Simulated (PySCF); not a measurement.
Isomers of C3H11NSn, mass 180.991 u with the commonest isotopes. Level of theory: PySCF, PBE0-D3(BJ)/def2-SVP geometry optimisation, gas phase, def2 core potentials past Kr. One conformer each, none proved a minimum here; rigid rotors.

Question: Order these by rotational constant B, largest first.
A. SnH2Me(NMe2) (`[H][Sn]([H])([CH3])[N](C)C`)
B. `[H][Sn]([CH3])([CH3])[NH]C` (SnHMe2(NHMe))
C. `CC(C)[NH][SnH3]` (SnH3(NHiPr))
D. Sn(NH2)Me3, `[CH3][Sn]([CH3])([CH3])[NH2]`
E. `[N](CC)([SnH3])C` (Sn(NMeEt)H3)

Answer: D (2505 MHz), B (2022 MHz), A (1630 MHz), E (1473 MHz), C (1285 MHz).

Question: Order these by out-of-plane moment Σ m c² = (Ia + Ib − Ic)/2, largest first.
A. `[H][Sn]([H])([H])[N](C)CC` (Sn(NMeEt)H3)
B. SnH2Me(NMe2) (`[CH3][SnH2][N](C)C`)
C. `[CH3][Sn]([CH3])([CH3])[NH2]` (Sn(NH2)Me3)
D. SnHMe2(NHMe) (`[H][Sn]([CH3])([CH3])[NH]C`)
E. `[H][Sn]([H])([CH3])[NH]CC` (SnH2Me(NHEt))
F. SnH3(NHiPr), `[H][Sn]([H])([H])[NH]C(C)C`

Answer: C (94.58 u·Å²), B (55.68 u·Å²), F (32.20 u·Å²), D (26.89 u·Å²), A (23.67 u·Å²), E (21.99 u·Å²).

Question: Order these by rotational constant A, largest first.
A. `[H][Sn]([H])([H])[NH]C(C)C` (SnH3(NHiPr))
B. SnHMe2(NHMe), `[SnH]([NH]C)([CH3])[CH3]`
C. SnH2Me(NHEt) (`CC[NH][SnH2][CH3]`)
D. `CC[N](C)[SnH3]` (Sn(NMeEt)H3)
E. SnH2Me(NMe2), `[SnH2]([CH3])[N](C)C`
F. Sn(NH2)Me3 (`[CH3][Sn]([CH3])([CH3])[NH2]`)

Answer: C (6728 MHz), A (5561 MHz), D (4602 MHz), E (4251 MHz), B (3785 MHz), F (2519 MHz).

```csv
SMILES,point group,Ia (u·Å²),Ib (u·Å²),Ic (u·Å²),κ,μa (D),μb (D),μc (D)
[H][Sn]([CH3])([CH3])[NH]C,C1,133.50,249.88,329.60,-0.57,0.63,0.56,1.03
[H][Sn]([H])([H])[NH]C(C)C,C1,90.88,393.30,419.78,-0.96,0.50,0.54,0.25
[H][Sn]([H])([CH3])[N](C)C,–,118.90,310.11,317.64,-0.97,0.61,0.93,0.08
[H][Sn]([H])([H])[N](C)CC,C1,109.82,343.15,405.63,-0.86,0.15,0.12,0.32
[CH3][Sn]([CH3])([CH3])[NH2],near Cs,200.64,201.76,213.23,0.81,1.20,0.25,0.09
[H][Sn]([H])([CH3])[NH]CC,C1,75.11,389.07,420.20,-0.97,0.32,0.34,0.79
```
